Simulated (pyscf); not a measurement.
PySCF, gas phase, ωB97X-D3(BJ)/def2-SVP geometries. Singlets are restricted, triplets unrestricted.

Singlet (Å):
```xyz
7

F      1.1860     1.6406    -0.3955
C      0.8428     0.5622     0.2755
C     -0.3733     0.0528    -0.3011
F     -1.0174     0.6080    -1.3396
C     -0.9166    -1.0710     0.2365
F     -0.4250    -1.7252     1.2343
F     -2.0084    -1.6057    -0.2143
```

Triplet (Å):
```xyz
7

F     -2.1696    -0.6783    -0.4409
C     -1.8750     0.5912    -0.4364
C     -0.6990     1.1734    -0.8941
F     -0.5990     2.5031    -0.7972
C      0.3758     0.5044    -1.4399
F      1.4650     1.1040    -1.8569
F      0.3996    -0.8009    -1.5888
```

Q: For these two minima of F–C:–C(F)=C(F)–F (SMILES F[C]C(F)=C(F)F), which spin state lies lower at ωB97X-D3(BJ)/def2-TZVP, and by how much (electronic energies)?

A: The singlet, by 21.8 kcal/mol. Zero-point energy shifts E(triplet) − E(singlet) by -0.9 kcal/mol. The 7 functionals that were run give +13.9 (r²SCAN) to +25.0 kcal/mol (ωB97M-D3(BJ)). F–C:–C(F)=C(F)–F [singlet] lies 38.0 kcal/mol over its isomer F–C(F)=C=C(F)–F, and others may lie lower still (electronic energy, ωB97M-D3(BJ)). 

E(triplet) − E(singlet) by level (kcal/mol):

```json
[
 {"level": "ωB97X-D3(BJ)/def2-TZVP", "gap": "+21.8"},
 {"level": "PBE/def2-TZVP", "gap": "+19.1"},
 {"level": "r²SCAN/def2-TZVP", "gap": "+13.9"},
 {"level": "B3LYP-D3(BJ)/def2-TZVP", "gap": "+19.7"},
 {"level": "PBE0-D3(BJ)/def2-TZVP", "gap": "+16.0"},
 {"level": "M06-2X/def2-TZVP", "gap": "+19.9"},
 {"level": "ωB97M-D3(BJ)/def2-TZVP", "gap": "+25.0"},
 {"level": "HF/def2-TZVP", "gap": "-2.3"}
]
```

The triplet is the lowest one reached from the SCF start used.
